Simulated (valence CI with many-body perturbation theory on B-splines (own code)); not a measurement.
**From CI to CI+MBPT in Mg⁶⁺**

Calculated by relativistic CI+MBPT: four valence electrons over a frozen Dirac-Fock core [He], radial functions for each j: 11 s, 11 p, 9 d, 7 f, 5 g, 2 h, 1 i, with the one-electron correlation potential Σ1 (screened to all orders), the two-electron term Σ2, the three-electron term Σ3, Breit, model QED; selected single and double excitations, second order for the rest, scaled by the run's own slope (own B-spline code, finite nucleus).

Set against measurement, 44 paired levels are off by 138 cm⁻¹ on average, the worst by 327. These come from a selection out of NIST levels in Kelleher and Podobedova, J. Phys. Chem. Ref. Data 37, 267 (2008). Levels without a partner in it may be off by more. Among the levels kept, up to 260 cm⁻¹ of a level comes from second order outside the variational space, and about a tenth of that is noise between levels of different J, which matters for small intervals.

Each rung adds one term. CI alone is the Dirac-Coulomb CI over the frozen core; QED comes last and gives the full result, which names the levels. Energies are above 2s2 2p2 3P_0 on the same rung, in eV.

```
          Level  CI alone      Σ1      Σ2      Σ3   Breit     QED    Full
   2s2 2p2 3P_1      0.15  +0.001   0.000   0.000  -0.009   0.000    0.14
   2s2 2p2 3P_2      0.40  +0.003   0.000   0.000  -0.043  +0.001    0.36
   2s2 2p2 1D_2      5.12  +0.006  +0.023  -0.021  -0.033  +0.001    5.09
   2s2 2p2 1S_0     10.55  +0.004  +0.083  -0.039  -0.015   0.000   10.58
   2s 2p3 5S°_2     14.78  -0.113  -0.022  +0.017  -0.024  -0.020   14.62
   2s 2p3 3D°_3     29.11  -0.105  -0.045  -0.019  -0.044  -0.021   28.87
   2s 2p3 3D°_2     29.10  -0.105  -0.045  -0.019  -0.021  -0.021   28.89
   2s 2p3 3D°_1     29.10  -0.105  -0.045  -0.019  -0.015  -0.021   28.90
   2s 2p3 3P°_1     34.29  -0.101  -0.023  -0.030  -0.017  -0.021   34.10
   2s 2p3 3P°_2     34.29  -0.101  -0.023  -0.030  -0.021  -0.021   34.10
   2s 2p3 3P°_0     34.29  -0.101  -0.023  -0.030  -0.007  -0.021   34.10
   2s 2p3 1D°_2     44.36  -0.102  -0.179  -0.061  -0.030  -0.022   43.97
   2s 2p3 3S°_1     45.44  -0.109  -0.291  -0.067  -0.019  -0.023   44.93
   2s 2p3 1P°_1     49.65  -0.099  -0.159  -0.072  -0.017  -0.022   49.28
       2p4 3P_2     67.82  -0.210  -0.243  -0.057  -0.014  -0.043   67.25
       2p4 3P_1     68.08  -0.208  -0.243  -0.057  -0.018  -0.042   67.51
       2p4 3P_0     68.20  -0.208  -0.243  -0.057  -0.028  -0.042   67.62
       2p4 1D_2     72.01  -0.204  -0.207  -0.057  -0.024  -0.043   71.47
       2p4 1S_0     82.18  -0.190  -0.202  -0.072  -0.001  -0.041   81.67
2s2 2p 3s 3P°_0    129.76  +0.185  -0.005  -0.038  -0.036  +0.008  129.88
2s2 2p 3s 3P°_1    129.88  +0.186  -0.005  -0.038  -0.045  +0.008  129.99
2s2 2p 3s 3P°_2    130.19  +0.188  -0.005  -0.038  -0.071  +0.009  130.28
2s2 2p 3s 1P°_1    131.47  +0.187  -0.025  -0.038  -0.063  +0.009  131.54
 2s2 2p 3p 1P_1    136.76  +0.166  -0.013  -0.038  -0.050  +0.003  136.82
 2s2 2p 3p 3D_1    137.48  +0.165  -0.013  -0.038  -0.043  +0.003  137.56
 2s2 2p 3p 3D_2    137.61  +0.166  -0.013  -0.038  -0.051  +0.003  137.68
 2s2 2p 3p 3D_3    137.89  +0.167  -0.013  -0.038  -0.073  +0.004  137.93
 2s2 2p 3p 3S_1    138.71  +0.165  -0.010  -0.038  -0.056  +0.003  138.77
 2s2 2p 3p 3P_0    139.26  +0.160  -0.023  -0.037  -0.040  +0.002  139.32
 2s2 2p 3p 3P_1    139.39  +0.161  -0.023  -0.037  -0.052  +0.003  139.44
 2s2 2p 3p 3P_2    139.53  +0.161  -0.023  -0.037  -0.067  +0.003  139.57
```

The middle columns are the shifts that each term adds.

(1) How does the ionisation energy move along the ladder, and which term matters most?

Answers

(1) CI alone 224.93, + Σ1 225.14, + Σ2 225.12, + Σ3 225.08, + Breit 225.04, + QED 225.04 eV. The largest step is Σ1, 0.20 eV. NIST lists 225.02 ± 0.06 eV (semi-empirical).
